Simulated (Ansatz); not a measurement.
Reaction (formal exchange of groups at the Si–Si bond): `N[Si](N)([SiH3])[SiH3]` + `C=C=CCl` → `C=C=C[SiH3]` + `N[Si](N)([SiH3])Cl`

Isolated molecules relaxed with PBE0-D4/def2-TZVP in Ansatz; ΔE leaves out vibrations. CCSD(T)/CBS is the MP2 limit (def2-TZVPP, def2-QZVPP) plus CCSD(T) − MP2 in def2-TZVPP, frozen cores. Functionals use def2-TZVPP. B3LYP here is the variant with VWN-RPA as its local correlation; programs differ in this. One conformer a species, not always the lowest.

`N[Si](N)([SiH3])[SiH3]`:

Z-matrix (Å, degrees):
```
Si
N 1 1.721
Si 1 2.356 2 105.0
N 1 1.721 2 107.0 3 123.6
Si 1 2.356 2 115.9 3 -119.7
H 2 1.007 1 120.5 3 31.0
H 2 1.008 1 120.1 3 177.5
H 3 1.491 1 111.4 2 70.3
H 3 1.490 1 109.9 2 -170.2
H 3 1.492 1 112.0 2 -50.5
H 4 1.007 1 120.5 2 154.6
H 4 1.008 1 120.1 2 -58.8
H 5 1.492 1 111.9 2 -168.3
H 5 1.491 1 111.4 2 -47.6
H 5 1.490 1 110.0 2 72.0
```

`C=C=CCl`:

```xyz
7

C     0.896   -0.759    0.683
C     0.043   -0.076   -0.018
C    -0.809    0.594   -0.732
Cl   -1.532    2.069   -0.192
H     1.963   -0.573    0.608
H     0.569   -1.535    1.369
H    -1.130    0.280   -1.717
```

`C=C=C[SiH3]`:

```xyz
10

C    -1.858    0.289    1.134
C    -0.986    0.326    0.170
C    -0.087    0.343   -0.770
Si    1.590   -0.426   -0.523
H    -1.912    1.083    1.870
H    -2.558   -0.535    1.223
H    -0.332    0.820   -1.718
H     2.657    0.599   -0.683
H     1.825   -1.486   -1.540
H     1.660   -1.012    0.837
```

`N[Si](N)([SiH3])Cl`:

Z-matrix (Å, degrees):
```
Si
N 1 1.707
Si 1 2.342 2 118.7
N 1 1.701 2 106.6 3 -122.0
Cl 1 2.084 2 103.2 3 115.4
H 2 1.006 1 120.5 3 -83.0
H 2 1.007 1 120.3 3 65.9
H 3 1.490 1 110.7 2 -54.8
H 3 1.487 1 109.8 2 65.0
H 3 1.490 1 111.0 2 -174.8
H 4 1.009 1 119.8 2 -47.1
H 4 1.007 1 120.8 2 165.7
```

```json
{"level": "PBE-D4", "ΔE (eV)": "-1.89", "difference from CCSD(T)/CBS": "0.27"}
{"level": "B3LYP", "ΔE (eV)": "-2.09", "difference from CCSD(T)/CBS": "0.07"}
{"level": "HF/def2-TZVPP", "ΔE (eV)": "-2.38", "difference from CCSD(T)/CBS": "-0.22"}
{"level": "MP2/def2-TZVPP", "ΔE (eV)": "-2.26", "difference from CCSD(T)/CBS": "-0.10"}
{"level": "SCS-MP2/def2-TZVPP", "ΔE (eV)": "-2.23", "difference from CCSD(T)/CBS": "-0.07"}
{"level": "CCSD(T)/def2-TZVPP", "ΔE (eV)": "-2.12", "difference from CCSD(T)/CBS": "0.04"}
{"level": "HF/def2-QZVPP", "ΔE (eV)": "-2.38", "difference from CCSD(T)/CBS": "-0.22"}
{"level": "SCS-MP2/def2-QZVPP", "ΔE (eV)": "-2.25", "difference from CCSD(T)/CBS": "-0.09"}
{"level": "HF/CBS(def2)", "ΔE (eV)": "-2.38", "difference from CCSD(T)/CBS": "-0.22"}
{"level": "CCSD/CBS(def2)", "ΔE (eV)": "-2.20", "difference from CCSD(T)/CBS": "-0.04"}
{"level": "CCSD(T)/CBS", "ΔE (eV)": "-2.16", "difference from CCSD(T)/CBS": "0"}
```

Largest T1 diagnostic among the species: 0.013.

In def2-TZVPP, CCSD(T) changes the Hartree–Fock value by +0.26 eV (the triples alone add +0.04 eV) and MP2 by +0.11 eV. From PBE to PBE0 (25 % exact exchange), in def2-TZVPP and without D4, ΔE moves by −0.13 eV.
